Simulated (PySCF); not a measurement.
Metal series MCl3, each in one or more spin states. Gas-phase values, no solvent. Multiplicities are imposed; where one is given, others were not computed.

Calculation: BP86-D3(BJ)/def2-TZVP // BP86-D3(BJ)/def2-SVP in PySCF 2.14.0. 

```json
[
 {"species": "M = Ti, multiplicity 2 ([Ti(Cl)3])", "highest occupied spin orbital (eV)": "-5.64", "spin population on the central atom (Mulliken)": "1.11", "coordination number": "3", "charge on the central atom (Mulliken) (e)": "0.91", "mean distance from the central atom to its bonded neighbours (Å)": "2.190"},
 {"species": "M = Fe, multiplicity 4 ([Fe(Cl)3] (excited quartet))", "highest occupied spin orbital (eV)": "-6.47", "spin population on the central atom (Mulliken)": "…", "coordination number": "3", "charge on the central atom (Mulliken) (e)": "0.64", "mean distance from the central atom to its bonded neighbours (Å)": "2.105"},
 {"species": "M = Fe, multiplicity 6 ([Fe(Cl)3] (lower sextet))", "highest occupied spin orbital (eV)": "…", "spin population on the central atom (Mulliken)": "3.86", "coordination number": "3", "charge on the central atom (Mulliken) (e)": "0.73", "mean distance from the central atom to its bonded neighbours (Å)": "2.151"},
 {"species": "M = Zr, multiplicity 2", "highest occupied spin orbital (eV)": "-5.16", "spin population on the central atom (Mulliken)": "1.09", "coordination number": "…", "charge on the central atom (Mulliken) (e)": "…", "mean distance from the central atom to its bonded neighbours (Å)": "2.339"},
 {"species": "M = Pd, multiplicity 2 ([Pd(Cl)3])", "highest occupied spin orbital (eV)": "-7.30", "spin population on the central atom (Mulliken)": "0.41", "coordination number": "3", "charge on the central atom (Mulliken) (e)": "…", "mean distance from the central atom to its bonded neighbours (Å)": "2.241"},
 {"species": "M = Hf, multiplicity 2 ([Hf(Cl)3])", "highest occupied spin orbital (eV)": "-5.19", "spin population on the central atom (Mulliken)": "1.08", "coordination number": "3", "charge on the central atom (Mulliken) (e)": "…", "mean distance from the central atom to its bonded neighbours (Å)": "…"},
 {"species": "M = Pt, multiplicity 2 ([Pt(Cl)3])", "highest occupied spin orbital (eV)": "-6.98", "spin population on the central atom (Mulliken)": "0.47", "coordination number": "…", "charge on the central atom (Mulliken) (e)": "0.54", "mean distance from the central atom to its bonded neighbours (Å)": "2.252"}
]
```

Q: Some entries are withheld; supply them.

A: 
- M = Fe, multiplicity 4 ([Fe(Cl)3] (excited quartet)), spin population on the central atom (Mulliken): 2.62
- M = Fe, multiplicity 6 ([Fe(Cl)3] (lower sextet)), highest occupied spin orbital (eV): -7.39
- M = Zr, multiplicity 2, coordination number: 3
- M = Zr, multiplicity 2, charge on the central atom (Mulliken) (e): 0.98
- M = Pd, multiplicity 2 ([Pd(Cl)3]), charge on the central atom (Mulliken) (e): 0.53
- M = Hf, multiplicity 2 ([Hf(Cl)3]), charge on the central atom (Mulliken) (e): 0.88
- M = Hf, multiplicity 2 ([Hf(Cl)3]), mean distance from the central atom to its bonded neighbours (Å): 2.343
- M = Pt, multiplicity 2 ([Pt(Cl)3]), coordination number: 3
